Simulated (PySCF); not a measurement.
## Rubidium: a sound run and one with changed settings

Sound run: Rb⁺ [Kr], Rb²⁺ [Ar] 3d10 4s2 4p5. All numbers are calculated (PySCF 2.14, the spin-free X2C one-electron Hamiltonian (Gaussian nucleus), in Sapporo-DKH3-DZP-2012 (7s6p2d, 35 functions)). In the sound run the correlated levels freeze [Ar] 3d10 4s2. The sound run starts from symmetry-adapted Hartree-Fock orbitals and uses a fine grid where one is needed.

A second run was set up differently.

```json
{"species": "Rb⁺", "method": "UHF", "sound run (hartree)": "-2978.83217", "changed run (hartree)": "-2978.83217", "converged": "yes"}
{"species": "Rb⁺", "method": "TPSS", "sound run (hartree)": "-2980.58699", "changed run (hartree)": "-2980.58699", "converged": "yes"}
{"species": "Rb⁺", "method": "MN15", "sound run (hartree)": "-2982.64727", "changed run (hartree)": "-2982.64727", "converged": "no"}
{"species": "Rb⁺", "method": "MP2", "sound run (hartree)": "-2978.94120", "changed run (hartree)": "-2978.93440", "converged": "yes"}
{"species": "Rb⁺", "method": "CCSD(T)", "sound run (hartree)": "-2978.95075", "changed run (hartree)": "-2978.95075", "converged": "yes"}
{"species": "Rb²⁺", "method": "UHF", "sound run (hartree)": "-2977.86010", "changed run (hartree)": "-2977.86010", "converged": "yes"}
{"species": "Rb²⁺", "method": "TPSS", "sound run (hartree)": "-2979.57822", "changed run (hartree)": "-2979.57822", "converged": "yes"}
{"species": "Rb²⁺", "method": "MN15", "sound run (hartree)": "-2981.64222", "changed run (hartree)": "-2981.64222", "converged": "yes"}
{"species": "Rb²⁺", "method": "MP2", "sound run (hartree)": "-2977.93290", "changed run (hartree)": "-2977.92842", "converged": "yes"}
{"species": "Rb²⁺", "method": "CCSD(T)", "sound run (hartree)": "-2977.94353", "changed run (hartree)": "-2977.94353", "converged": "yes"}
```

Ionisation energy of Rb⁺:

```
 method  sound run (eV)  changed run (eV)
    UHF          26.451            26.451
   TPSS          27.450            27.450
    MP2          27.437            27.374
SCS-MP2          27.382            27.323
   CCSD          27.405            27.405
CCSD(T)          27.408            27.408
```

Task: What was changed?
A. a valence shell is frozen
B. level shift left on
C. radial grid too coarse
D. basis contracted for another Hamiltonian

Result: B. It used initial guess sap, at most 50 SCF cycles, level shift 0.1 hartree. A level shift leaves the converged SCF energy unchanged but raises the virtual orbital energies, which shrinks MP2 if it is not removed.
